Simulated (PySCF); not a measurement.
# Electron correlation in In²⁺ (indium, charge +2)

Starting occupation: [Kr] 4d10 5s1, 5s1/2 with m_j = +1/2. All numbers are calculated (PySCF 2.14, X2C-1e with screened-nucleus spin-orbit coupling, Gaussian nucleus, in x2c-TZVPPall-2c). Frozen: [Ar] 3d10; 19 electrons correlated; the 6 highest virtual spinors left out.

MP2 pair energies summed by pair of shells (mhartree):

```
       pair  energy  share (%)
4d3/2-4d5/2  -85.10       25.9
4d5/2-4d5/2  -60.88       18.5
4d5/2-4p3/2  -26.60        8.1
4d3/2-4d3/2  -25.64        7.8
4d5/2-5s1/2  -23.39        7.1
4d3/2-4p3/2  -17.86        5.4
4d3/2-5s1/2  -14.39        4.4
4d5/2-4p1/2  -13.05        4.0
4p1/2-4p3/2   -9.84        3.0
4p3/2-4p3/2   -9.71        3.0
4d5/2-4s1/2   -8.80        2.7
4d3/2-4p1/2   -8.45        2.6
4p3/2-4s1/2   -7.21        2.2
4d3/2-4s1/2   -5.84        1.8
4p1/2-4s1/2   -3.62        1.1
4p3/2-5s1/2   -2.77        0.8
4p1/2-4p1/2   -2.27        0.7
4s1/2-4s1/2   -1.74        0.5
4p1/2-5s1/2   -1.22        0.4
4s1/2-5s1/2   -0.39        0.1
```

Total MP2 correlation energy: -328.78 mhartree.

This basis was not built for core-valence correlation, so the inner-shell part is incomplete.
